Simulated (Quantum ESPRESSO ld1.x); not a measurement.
Values are calculated unless marked as measured or tabulated.
The aim is the terbium ion Tb3+ in [Xe] 4f8. This ld1.x (Quantum ESPRESSO 7.5) run was made with `OMP_NUM_THREADS=1 ld1.x < ld1.in > ld1.out`. Can the result be used? Name any fault.

```
 &input
    zed=65.0,
    iswitch=1,
    rel=2,
    dft='BLYP',
    config='[Xe] 4f8 5g1',
    lsmall=.true.,
    prefix='ld1',
    max_out_wfc=37,
    file_charge='ld1.rho',
 /
```

Output (excerpt):

```
     Program LD1 v.7.5 starts

 %%%%%%%%%%%%%%%%%%%%%%%%%%%%%%%%%%%%%%%%%%%%%%%%%%%%%%%%%%%%%%%%%%%%%%%%%%%%%%
     Error in routine el_config (13):
     l not found:G
 %%%%%%%%%%%%%%%%%%%%%%%%%%%%%%%%%%%%%%%%%%%%%%%%%%%%%%%%%%%%%%%%%%%%%%%%%%%%%%

     stopping ...
```

Answer. No (refused). The line at issue: config='[Xe] 4f8 5g1'. The program stops in el_config with "l not found:G": the config string knows s, p, d and f alone. The sound input gives -11718.22 hartree.
